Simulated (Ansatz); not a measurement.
Ansatz (an electronic-structure program) input (B3LYP-D3(BJ)/def2-TZVP):

Ansatz 0.2 input:
```yaml
crystal:
  periodic: [false, false, false]
  atoms:
    - {symbol: O, position_ang: [1.18850419, -0.37731440, 0.03626962]}
    - {symbol: C, position_ang: [0.00635356, -0.03991882, 0.00519958]}
    - {symbol: O, position_ang: [-1.03053842, -0.69996281, -0.03476217]}
    - {symbol: H, position_ang: [-0.16522907, 1.13751563, 0.01559537]}
basis:
  gaussian:
    orbitals: def2-TZVP
hamiltonian:
  xc: b3lyp
  dispersion: d3bj
total_charge: -1
relax: {f_tol: 0.002, max_steps: 150}
```

Output:

```
Functional definition: B3LYP
integrals: 0.02 GiB planned
526 factors; their error is unknown
mean field: 0.22 GiB planned
mean field evaluation 1: about -5149.9550 eV, gradient 2.2e1 eV
mean field evaluation 2: about -5148.6591 eV, gradient 3.6e1 eV
mean field evaluation 4: about -5150.7111 eV, gradient 4.1e-1 eV
mean field evaluation 8: about -5150.7190 eV, gradient 2.9e-1 eV
mean field evaluation 16: about -5150.7191 eV, gradient 2.7e-5 eV
mean field -5150.71913922 eV, -189.2854370834 hartree, gradient 2.7e-5 eV, S^2 0.000000; 0 other end points of the search recorded, 0 dependent functions left out
the calculation of the forces begins
reference -5150.71930566 eV, -189.2854432002 hartree; 12, 12 occupied and 87, 87 virtual orbitals, 526 factors
relax step   1: F+E_penalty+E_count = -5150.78369510 eV  Δ(F+E_penalty+E_count) = +0.000e0 eV  max|allowed force component| = 1.708e0 eV/Å  Δτ_max = 0.0000 Å  (26 SCF iters, accepted)
these checks for a lower state are left out or cut short: starts, cluster_reference, orbital_swaps, neighbouring_geometries, increment
integrals: 0.02 GiB planned
526 factors; their error is unknown
mean field: 0.22 GiB planned
mean field -5150.75068625 eV, -189.2865964154 hartree, gradient 1.1e-5 eV, S^2 0.000000; 0 other end points of the search recorded, 0 dependent functions left out
the calculation of the forces begins
reference -5150.75085123 eV, -189.2866024785 hartree; 12, 12 occupied and 87, 87 virtual orbitals, 526 factors
relax step   2: F+E_penalty+E_count = -5150.81517388 eV  Δ(F+E_penalty+E_count) = -3.148e-2 eV  max|allowed force component| = 8.968e-1 eV/Å  Δτ_max = 0.0129 Å  (31 SCF iters, accepted)
these checks for a lower state are left out or cut short: starts, cluster_reference, orbital_swaps, neighbouring_geometries, increment
integrals: 0.02 GiB planned
526 factors; their error is unknown
mean field: 0.22 GiB planned
mean field -5150.75771902 eV, -189.2868548650 hartree, gradient 1.0e-5 eV, S^2 0.000000; 0 other end points of the search recorded, 0 dependent functions left out
the calculation of the forces begins
reference -5150.75788236 eV, -189.2868608677 hartree; 12, 12 occupied and 87, 87 virtual orbitals, 526 factors
relax step   3: F+E_penalty+E_count = -5150.82218848 eV  Δ(F+E_penalty+E_count) = -7.015e-3 eV  max|allowed force component| = 2.860e-1 eV/Å  Δτ_max = 0.0218 Å  (30 SCF iters, accepted)
these checks for a lower state are left out or cut short: starts, cluster_reference, orbital_swaps, neighbouring_geometries, increment
integrals: 0.02 GiB planned
526 factors; their error is unknown
mean field: 0.22 GiB planned
mean field evaluation 32: about -5150.7523 eV, gradient 1.1e-3 eV
mean field -5150.75830715 eV, -189.2868764785 hartree, gradient 1.2e-5 eV, S^2 0.000000; 0 other end points of the search recorded, 0 dependent functions left out
the calculation of the forces begins
reference -5150.75847035 eV, -189.2868824760 hartree; 12, 12 occupied and 87, 87 virtual orbitals, 526 factors
relax step   4: F+E_penalty+E_count = -5150.82278026 eV  Δ(F+E_penalty+E_count) = -5.918e-4 eV  max|allowed force component| = 2.812e-1 eV/Å  Δτ_max = 0.0040 Å  (31 SCF iters, accepted)
these checks for a lower state are left out or cut short: starts, cluster_reference, orbital_swaps, neighbouring_geometries, increment
integrals: 0.02 GiB planned
526 factors; their error is unknown
mean field: 0.22 GiB planned
mean field -5150.65094408 eV, -189.2829309583 hartree, gradient 1.1e-5 eV, S^2 0.000000; 0 other end points of the search recorded, 0 dependent functions left out
the calculation of the forces begins
reference -5150.65110632 eV, -189.2829369205 hartree; 12, 12 occupied and 87, 87 virtual orbitals, 526 factors
relax step   5: F+E_penalty+E_count = -5150.71539841 eV  Δ(F+E_penalty+E_count) = +1.074e-1 eV  max|allowed force component| = 1.975e0 eV/Å  Δτ_max = 0.0815 Å  (36 SCF iters, rejected (line search))
these checks for a lower state are left out or cut short: starts, cluster_reference, orbital_swaps, neighbouring_geometries, increment
integrals: 0.02 GiB planned
526 factors; their error is unknown
mean field: 0.22 GiB planned
mean field -5150.76063189 eV, -189.2869619110 hartree, gradient 1.2e-5 eV, S^2 0.000000; 0 other end points of the search recorded, 0 dependent functions left out
the calculation of the forces begins
reference -5150.76079535 eV, -189.2869679180 hartree; 12, 12 occupied and 87, 87 virtual orbitals, 526 factors
relax step   6: F+E_penalty+E_count = -5150.82509821 eV  Δ(F+E_penalty+E_count) = -2.318e-3 eV  max|allowed force component| = 3.487e-3 eV/Å  Δτ_max = 0.0103 Å  (31 SCF iters, accepted)
these checks for a lower state are left out or cut short: starts, cluster_reference, orbital_swaps, neighbouring_geometries, increment
integrals: 0.02 GiB planned
526 factors; their error is unknown
mean field: 0.22 GiB planned
mean field -5150.76063066 eV, -189.2869618658 hartree, gradient 1.4e-5 eV, S^2 0.000000; 0 other end points of the search recorded, 0 dependent functions left out
the calculation of the forces begins
reference -5150.76079413 eV, -189.2869678734 hartree; 12, 12 occupied and 87, 87 virtual orbitals, 526 factors
relax step   7: F+E_penalty+E_count = -5150.82509631 eV  Δ(F+E_penalty+E_count) = +1.903e-6 eV  max|allowed force component| = 7.304e-3 eV/Å  Δτ_max = 0.0003 Å  (31 SCF iters, rejected (line search))
these checks for a lower state are left out or cut short: starts, cluster_reference, orbital_swaps, neighbouring_geometries, increment
integrals: 0.02 GiB planned
526 factors; their error is unknown
mean field: 0.22 GiB planned
mean field evaluation 64: about -5150.7606 eV, gradient 4.1e-3 eV
mean field -5150.76063232 eV, -189.2869619268 hartree, gradient 1.3e-5 eV, S^2 0.000000; 0 other end points of the search recorded, 0 dependent functions left out
the calculation of the forces begins
reference -5150.76079578 eV, -189.2869679340 hartree; 12, 12 occupied and 87, 87 virtual orbitals, 526 factors
relax step   8: F+E_penalty+E_count = -5150.82509853 eV  Δ(F+E_penalty+E_count) = -3.227e-7 eV  max|allowed force component| = 4.878e-5 eV/Å  Δτ_max = 0.0001 Å  (32 SCF iters, accepted)
integrals: 0.02 GiB planned
526 factors; their error is unknown
mean field: 0.22 GiB planned
mean field -5150.76063232 eV, -189.2869619268 hartree, gradient 1.2e-5 eV, S^2 0.000000; 1 other end points of the search recorded, 0 dependent functions left out
the calculation of the forces begins
reference -5150.76079578 eV, -189.2869679340 hartree; 12, 12 occupied and 87, 87 virtual orbitals, 526 factors
Total energy: -5150.82526200 eV, -189.2893370238 hartree
Atom 0 at     1.200765    -0.372200     0.037240 Å, force    -0.000048     0.000002     0.000005 eV/Å
Atom 1 at     0.003320    -0.019280     0.005384 Å, force     0.000048    -0.000026    -0.000017 eV/Å
Atom 2 at    -1.043773    -0.698570    -0.034608 Å, force     0.000007    -0.000007     0.000006 eV/Å
Atom 3 at    -0.161222     1.110369     0.014286 Å, force    -0.000007     0.000030     0.000006 eV/Å
Dipole moment:    -0.036549     0.250914     0.001978 e Å
```
